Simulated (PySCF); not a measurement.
F3Ga, SMILES [F][Ga]([F])[F] (connectivity only; charge and spin as stated), charge +1, multiplicity 2. Atoms are numbered in the order given.

```xyz
4

Ga     0.0000     0.0000     0.2017
F      0.0000     1.0366    -1.2927
F      0.0000     0.0000     1.8906
F      0.0000    -1.0366    -1.2927
```
Charge +1, spin multiplicity 2.

Geometry: B3LYP-D3(BJ)/def2-SVP. The spin state was assumed, not searched. The isomer is the one that the SMILES or the coordinates give; other isomers of the formula were not compared.

Level of theory: C-PCM-B3LYP/def2-SVP (PySCF 2.14.0).

The values are the electrostatic part of the solvation free energy, E(continuum) − E(gas) at the gas-phase geometry, in a cavity of scaled van der Waals radii (PySCF's table); cavitation and dispersion terms are not included. A continuum can't describe solvent molecules that bind to the metal.

Estimate the values in water (ε = 78.36), toluene (ε = 2.37), benzene (ε = 2.27). (Estimate from the structure and the level; the computed values follow.)


```json
[
 {"solvent": "water", "ε": "78.36", "ΔG(elec) (kcal/mol)": "-76.0"},
 {"solvent": "toluene", "ε": "2.37", "ΔG(elec) (kcal/mol)": "-44.2"},
 {"solvent": "benzene", "ε": "2.27", "ΔG(elec) (kcal/mol)": "-42.7"}
]
```
